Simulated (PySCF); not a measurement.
Species: C3H8FNSi.
Numbering: `[F:1][Si@H:2]1[CH2:3][CH2:4][CH2:5][NH:6]1` (hydrogens: H7 on Si2; H8, H9 on C3; H10, H11 on C4; H12, H13 on C5; H14 on N6)

Computed by this run: PBE0-D3(BJ)/def2-SVP geometry optimisation, gas phase in PySCF; density fitting, grid level 1; the optimiser is geomeTRIC in internal coordinates, started from a GFN2-xTB structure with every atom displaced at random (about 0.01 Å).

Step 0: E = -15309.1409 eV
```
atom  x, y, z in Å  |  force x, y, z in eV/Å
F1      0.7336    2.1322    1.5667    0.298   0.275   0.370
Si2     0.2749    1.4221    0.1887    0.171  -0.898   0.298
C3      1.0744   -0.2577   -0.1298    1.550   0.440   0.408
C4      0.0572   -1.2616    0.3023   -2.054   0.128   0.448
C5     -1.3465   -0.6663   -0.0222    0.539   0.286   1.298
N6     -1.2725    0.7394    0.3832   -0.763  -0.100  -0.398
H7      0.4924    2.4496   -0.8205    0.030   0.450  -0.447
H8      1.3289   -0.3719   -1.1889    0.019   0.056  -0.319
H9      2.0248   -0.4194    0.4353   -0.303   0.272  -0.352
H10     0.1453   -2.2347   -0.1693    0.238  -0.509  -0.235
H11     0.0826   -1.4134    1.3960    0.142   0.002  -0.086
H12    -1.5554   -0.7602   -1.0778   -0.231  -0.225  -0.922
H13    -2.1668   -1.1521    0.5395    0.217  -0.194  -0.114
H14    -2.1606    1.2307    0.3702    0.148   0.018   0.052
```

Step 1: E = -15309.2798 eV
```
atom  x, y, z in Å  |  force x, y, z in eV/Å
F1      0.7883    2.0893    1.6493   -0.187  -0.216  -0.140
Si2     0.2877    1.3980    0.2495    0.229   0.243  -0.194
C3      1.1003   -0.2479   -0.1285   -0.188  -0.085   0.057
C4      0.0189   -1.2453    0.3255    0.103   0.034  -0.055
C5     -1.3574   -0.6658   -0.0106   -0.065  -0.100  -0.353
N6     -1.3041    0.7623    0.2547    0.156  -0.053   0.195
H7      0.4996    2.4792   -0.7530    0.010   0.058   0.067
H8      1.2692   -0.3252   -1.2139   -0.046   0.065  -0.128
H9      2.0707   -0.4273    0.3467    0.105   0.016   0.143
H10     0.1554   -2.2433   -0.1238   -0.058   0.054   0.007
H11     0.0921   -1.3727    1.4145   -0.013  -0.023   0.144
H12    -1.5885   -0.8697   -1.0846    0.002   0.023   0.242
H13    -2.1417   -1.1639    0.5820   -0.033  -0.013   0.044
H14    -2.1782    1.2689    0.2658   -0.014  -0.001  -0.029
```

**Question.** Estimate the geometry and energy of step 2. (The exact step hangs on the optimiser's Hessian estimate; all steps are aligned on step 1, rigid shifts and turns removed.)

**Answer.** E = -15309.2949 eV, largest force 0.142 eV/Å
```
atom  x, y, z in Å  |  force x, y, z in eV/Å
F1      0.7652    2.0638    1.6517   -0.053  -0.072  -0.015
Si2     0.2964    1.4034    0.2328    0.073   0.044  -0.104
C3      1.0991   -0.2475   -0.1358    0.024  -0.107   0.015
C4      0.0190   -1.2442    0.3253    0.061   0.017   0.030
C5     -1.3591   -0.6715   -0.0128    0.045   0.012  -0.058
N6     -1.2897    0.7569    0.2464   -0.118   0.033   0.073
H7      0.5115    2.5074   -0.7437    0.009   0.010   0.041
H8      1.2689   -0.3198   -1.2249   -0.026  -0.005  -0.004
H9      2.0691   -0.4228    0.3528   -0.017   0.031   0.006
H10     0.1486   -2.2440   -0.1179    0.014   0.001  -0.008
H11     0.0907   -1.3651    1.4196   -0.003   0.000  -0.015
H12    -1.6023   -0.8832   -1.0756   -0.008   0.002   0.041
H13    -2.1412   -1.1605    0.5931    0.008   0.014   0.023
H14    -2.1640    1.2637    0.2625   -0.010   0.019  -0.027
```

The energy changes by -0.0151 eV. The first-order estimate −F·Δx gives -0.0264 eV and the mean of the old and new forces, exact on a quadratic surface, -0.0154 eV. The step makes an angle of 60° with the force vector and moves no atom by more than 0.034 Å.

The cost below is that of the whole optimisation. On Arm Neoverse V2, one thread, no GPU, shared host with 96 logical CPUs at a one-minute load of 44, this took 47 s of wall time and 0.51 GiB of memory at its peak.
